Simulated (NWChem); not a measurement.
Species: CClF, singlet; SMILES F[C]Cl

```xyz
3

F     -0.2802     1.4574     0.0000
C      0.6694     0.5905     0.0000
Cl    -0.0879    -0.9800     0.0000
```
Atoms are numbered in this order, from 1.

Program: NWChem. Low-valent species are run as closed-shell singlets; no triplet was tried in these runs. Coordinates come from a PBE0/def2-SVP optimisation.

What does the run give for revPBE/def2-SVP? Quantities: highest occupied level (eV); orbital gap (eV); dipole (D).


| Property | Result |
|---|---|
| highest occupied level (eV) | -6.24 |
| orbital gap (eV) | 2.56 |
| dipole (D) | 1.09 |
